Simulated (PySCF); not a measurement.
How methods differ on the excitation energy of P⁺

P⁺ [Ne] 3s2 3p2 (3P) → P⁺ [Ne] 3s1 3p3 (5S), as a difference of total energies. All numbers are calculated (PySCF 2.14, no relativity, point nucleus, in aug-cc-pV(5+d)Z (8s7p6d4f3g2h, 136 functions)). Correlated levels: valence: [Ne] frozen. The calculations carry no spin-orbit coupling.

```csv
method,excitation energy (cm⁻¹)
UHF,31349
LDA,46687
PBE,45785
PBE0,44077
r2SCAN,39424
PW91,45784
B2PLYP,47080
B97-3,47729
MP2 (valence),41007
SCS-MP2 (valence),45520
```

Problem. Which method comes closest to the reference value, and which is furthest?

Solution. The reference is 45381 cm⁻¹ (measured; NIST levels, between the centres of gravity of the two terms). Closest: SCS-MP2 (valence) (error 138.31 cm⁻¹); furthest: UHF (error -14032 cm⁻¹).
